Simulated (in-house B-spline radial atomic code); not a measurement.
The vanadium ion V³⁺ is squeezed into an impenetrable sphere of radius R (the orbitals vanish at R). No spin polarisation. Computed with a radial B-spline atomic code at the basis-set limit: scalar-relativistic (X2C) PBE, spherical fractional occupations, Fermi nucleus of rms radius 3.6002 fm.

Energies in eV above the free ion in [Ar] 3d2:

```
R (bohr)  highest level (eV)  [Ar] 3d2  [Ne] 3s2 3p5 3d3
    7.85                 -37         0             40.41
    5.97                 -37  0.000837             40.41
    5.47                 -37  0.003248             40.41
    3.91               -36.7    0.1916             40.65
    3.53               -36.3    0.5132             41.07
    2.95               -34.7     2.456             43.44
    2.48               -30.7     9.701             51.65
    2.08               -21.8     34.14             77.75
    1.69               0.371       125             170.8
    1.37                43.9     383.1             427.5
```

(1) Does [Ne] 3s2 3p5 3d3 fall below [Ar] 3d2 under compression?

The highest level is first positive in the row R = 1.69 bohr, pushed up by confinement above the zero of the free ion's potential. Each configuration is held fixed and needn't be the lowest in the sphere.

Answers

(1) No, it stays above over the whole range.
